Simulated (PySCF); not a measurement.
# Spin-rotation constants: `InChI=1S/C3H7N3Si/c1-6-4-2-3(7)5-6/h2H,1,7H3`

Geometry:
```json
{"atom": "C1", "x (Å)": "2.616", "y (Å)": "-0.286", "z (Å)": "-0.018"}
{"atom": "N2", "x (Å)": "1.248", "y (Å)": "0.133", "z (Å)": "-0.057"}
{"atom": "N3", "x (Å)": "0.899", "y (Å)": "1.364", "z (Å)": "-0.354"}
{"atom": "C4", "x (Å)": "-0.422", "y (Å)": "1.351", "z (Å)": "-0.319"}
{"atom": "C5", "x (Å)": "-0.853", "y (Å)": "0.055", "z (Å)": "0.011"}
{"atom": "Si6", "x (Å)": "-2.579", "y (Å)": "-0.633", "z (Å)": "0.235"}
{"atom": "N7", "x (Å)": "0.247", "y (Å)": "-0.681", "z (Å)": "0.167"}
{"atom": "H8", "x (Å)": "2.932", "y (Å)": "-0.654", "z (Å)": "-0.997"}
{"atom": "H9", "x (Å)": "3.232", "y (Å)": "0.568", "z (Å)": "0.258"}
{"atom": "H10", "x (Å)": "2.718", "y (Å)": "-1.085", "z (Å)": "0.714"}
{"atom": "H11", "x (Å)": "-0.999", "y (Å)": "2.230", "z (Å)": "-0.520"}
{"atom": "H12", "x (Å)": "-3.077", "y (Å)": "-0.247", "z (Å)": "1.559"}
{"atom": "H13", "x (Å)": "-2.537", "y (Å)": "-2.086", "z (Å)": "0.098"}
{"atom": "H14", "x (Å)": "-3.426", "y (Å)": "-0.030", "z (Å)": "-0.798"}
```

Method used: GIAO B3LYP/pcSseg-1 magnetisability, rotational g tensor and spin-rotation constants, non-relativistic, gas phase (PySCF 2.14.0). Geometry: GFN2-xTB.

**Question.** Give the nuclear spin-rotation constants along the inertial axes (H = +C I·J) beside the isotropic shieldings.

**Answer.** Rotational constants 6.4727, 1.3375, 1.1306 GHz. A star marks the isotopologue with that one atom substituted, in its own axes.
| atom | isotope | Caa (kHz) | Cbb (kHz) | Ccc (kHz) | mean (kHz) | σ (ppm) |
| --- | --- | --- | --- | --- | --- | --- |
| N2 | 14N | 1.274 | 0.203 | 0.116 | 0.531 | -17.8 |
| N3 | 14N | 1.538 | 0.357 | 0.073 | 0.656 | -105.4 |
| N7 | 14N | 1.991 | 0.286 | 0.076 | 0.784 | -119.9 |
| H8 | 1H | -0.551 | -0.140 | 0.039 | -0.217 | 27.7 |
| H9 | 1H | -0.115 | -0.085 | -0.082 | -0.094 | 27.5 |
| H10 | 1H | -0.659 | 0.022 | -0.077 | -0.238 | 27.5 |
| H11 | 1H | -0.462 | 0.118 | -0.124 | -0.156 | 24.2 |
| H12 | 1H | -0.459 | -0.125 | 0.031 | -0.184 | 27.4 |
| H13 | 1H | -0.570 | 0.037 | -0.088 | -0.207 | 27.3 |
| H14 | 1H | -0.375 | -0.051 | -0.048 | -0.158 | 27.4 |
| C1 | 13C* | 0.983 | 0.250 | 0.236 | 0.489 | 140.1 |
| C4 | 13C* | 2.398 | 0.627 | 0.218 | 1.081 | 34.9 |
| C5 | 13C* | 3.094 | 0.496 | 0.190 | 1.260 | 40.1 |
| Si6 | 29Si* | -3.401 | -0.718 | -0.634 | -1.585 | 422.8 |

For the geometry as given, no vibrational averaging.

**Question.** How do the rotational constants and the g tensor change when H8, H9, H10, H11, H12, H13, H14 are replaced by deuterium?

**Answer.** Constants 5.2990, 1.1572, 0.9828 GHz; g -0.0930, -0.0185, 0.0049, against -0.1129, -0.0215, 0.0057 before.
